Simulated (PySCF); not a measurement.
Gas-phase reaction: Ti(NH2)4 + 3 TiCl4.NH3 = 4 TiCl3NH2 + 3 NH3, at 500 K and a standard pressure of 1 bar. Level: MP2/def2-TZVPP†.

Energies from PySCF, thermal terms from the rigid-rotor harmonic-oscillator model, ideal gas at 1 bar. † marks an energy on the PBE0/def2-TZVP geometry and frequencies. MP2 freezes the core. All species are closed-shell singlets. Adducts (TiCl4.NH3) have no counterpoise correction, and HF, PBE, BLYP, B3LYP and PBE0 lack dispersion. Ti(NH2)4, TiCl4.NH3, TiCl3NH2: computed as isolated molecules; such fragments, hydroxides, amides, oligomers or adducts are transient or little studied in the gas. MP2 isn't extrapolated to the basis-set limit; its ΔH°(298 K) is 160.6 kJ in def2-SVP and 128.2 kJ in def2-TZVPP. The harmonic model lacks anharmonicity and excited electronic states, which grow with temperature; levels with a mode under 35 cm⁻¹ are left out. Soft modes under 120 cm⁻¹ make the harmonic entropy rough for TiCl4.NH3, TiCl3NH2.

```tsv
species	E (Ha)	H(500 K) − E (kJ/mol)	S°(500 K) (J/mol/K)
Ti(NH2)4	-1072.38437	325.8	480.6
TiCl4.NH3	-2744.39565	175.9	487.2
TiCl3NH2	-2284.03604	123.8	452.7
NH3	-56.45581	108.2	211.8
```
E: electronic energy; H − E holds the zero-point and thermal terms. 1 Ha = 2625.5 kJ/mol.

Task: Work out ΔH°, ΔS°, ΔG° and log10 K from these numbers.

Result: 1. ΔE = 4×(-2284.03604) + 3×(-56.45581) − 1×(-1072.38437) − 3×(-2744.39565) = 0.05973 Ha = 156.8 kJ.
2. Δ(H − E) = 4×(123.8) + 3×(108.2) − 1×(325.8) − 3×(175.9) = -33.7 kJ, so ΔH° = 123.1 kJ.
3. ΔS° = 4×(452.7) + 3×(211.8) − 1×(480.6) − 3×(487.2) = 504.0 J/K; the number of gas molecules changes by +3.
4. ΔG° = ΔH° − TΔS° = 123.1 − 500×(504.0)/1000 = -128.9 kJ.
5. log10 K = −ΔG°/(RT ln 10) = 13.47, with RT ln 10 = 9.57 kJ/mol; at standard pressures the products are favoured.
6. A shift of 10 kJ in ΔE would move log10 K by 1.04 here.
7. With ΔH° and ΔS° held fixed, ΔG° changes sign near ΔH°/ΔS° = 240 K.
For scale, ΔH°(298 K) is 128 kJ at this level, 134 kJ at ωB97M-V/def2-TZVP†, and runs from 45 to 216 kJ over the 16 levels computed.
